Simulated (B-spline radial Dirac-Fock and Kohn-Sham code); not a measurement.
# Kohn-Sham estimates against Dirac-Fock for the levels of Ni

System: neutral nickel, [Ar] 3d8 4s1 4p1 (not the ground configuration).

The density-functional columns are spherical, spin-unpolarised Dirac-Kohn-Sham results without Breit or QED terms: −ε is minus the orbital energy of the initial state and ΔSCF the difference of two total energies. The reference in the last column comes from multi-electron Dirac-Fock with separately optimised hole states, Breit and Lamb-shift corrections added in first order. All numbers are from a radial finite-basis atomic code, in eV; a selection of levels is shown. The Kohn-Sham columns are given as differences from the reference. For the 1s level of heavy atoms much of the gap between ΔSCF and the reference is the Breit and QED part, -14.5 eV here; for other levels the error of the functional can be larger.

| level | LDA −ε − DF | LDA ΔSCF − DF | Dirac-Fock |
| --- | --- | --- | --- |
| K (1s) | -152.3 | +14.2 | 8347.3 |
| L1 (2s) | -47.2 | -23.1 | 1028.6 |
| L2 (2p1/2) | -30.4 | -0.5 | 887.9 |
| L3 (2p3/2) | -30.8 | -1.5 | 870.8 |
| M2 (3p1/2) | -11.9 | -3.9 | 86.59 |
| M3 (3p3/2) | -11.9 | -4.0 | 84.43 |
| M4,5 (3d) | -3.9 | +3.1 | 15.00 |
| N1 (4s) | -2.2 | +1.4 | 9.30 |
| N2,3 (4p) | -1.9 | +0.7 | 4.19 |

Values without a named source are computed, but for edge energies of neutral atoms, which are taken from tables.
